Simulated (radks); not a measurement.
The numbers below are computed, except where a source is named.
Question: Ir4+, configuration [Xe] 4f14 5d5. Code: a radial shooting solver on a logarithmic mesh with Libxc functionals. Model: scalar-relativistic Kohn-Sham, r2SCAN, spin-polarised, spherical densities, finite nucleus; open shells are filled with parallel spins first (spin-orbit coupling, left out, can overturn this in heavy ions); meta-GGA in the generalised Kohn-Sham scheme; Fermi nuclear charge, rms radius 5.4032 fm. Some entries of the table are withheld. Estimate them.

orbital,occ.,eigenvalue (Ry),r(max) (bohr),<r^2> (bohr^2)
1s down,1,-5603.981,0.01082,0.0004197
1s up,1,-5603.979,0.01082,0.0004197
2s up,1,-985.2520,0.06228,0.006417
2s down,1,-985.2092,0.06228,0.006417
2p up,3,-856.3109,0.05138,0.005365
2p down,3,-856.2778,0.05138,0.005365
3s up,1,-233.8773,0.1755,0.04141
3s down,1,-233.8728,0.1755,0.04140
3p up,3,-196.0032,0.1744,0.04239
3p down,3,-195.9953,0.1744,0.04239
3d up,5,-154.2136,0.1422,0.03518
3d down,5,-154.1888,0.1423,0.03518
4s up,1,-53.08851,0.3972,0.2021
4s down,1,-53.05527,0.3973,0.2022
4p up,3,-40.60952,0.4172,0.2303
4p down,3,-40.58107,0.4174,0.2304
4d up,5,-25.20113,0.4262,0.2647
4d down,5,-25.16674,0.4264,0.2643
5s up,1,(1),0.8935,1.076
5s down,1,(2),0.8876,1.053
4f up,7,-8.11075,0.3961,0.3517
4f down,7,-8.05360,0.3960,0.3449
5p up,3,-7.65867,1.003,1.417
5p down,3,-7.32646,0.9929,1.379
5d up,5,-3.86613,1.251,2.459
5d down,0,-3.43218,1.226,2.452

Answer: 
(1) 5s up eigenvalue (Ry): -10.89487
(2) 5s down eigenvalue (Ry): -10.64102
